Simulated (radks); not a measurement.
Question: The mean radii <r> (bohr) of the occupied orbitals of an atom or ion are listed with their occupations. Calculated with a radial shooting solver on a logarithmic mesh with Libxc functionals: non-relativistic Kohn-Sham, BLYP, spin-unpolarised, spherical densities, point nucleus.

| orbital | occ. | <r> |
|---|---|---|
| 1s | 2 | 0.04499 |
| 2s | 2 | 0.2000 |
| 2p | 6 | 0.1728 |
| 3s | 2 | 0.5853 |
| 3p | 6 | 0.5945 |
| 3d | 10 | 0.6283 |
| 4s | 2 | 1.822 |
| 4p | 4 | 2.317 |

Name the element and its charge.

Answer: Z = 34, selenium, charge 0: Se in [Ar] 3d10 4s2 4p4. The 1s radius gives Z: for a bare nucleus <r> = 1.5/Z, 0.04412 bohr for Z = 34, and screening makes it slightly larger (0.04499 here). The occupations add up to 34, and the charge is Z minus that.
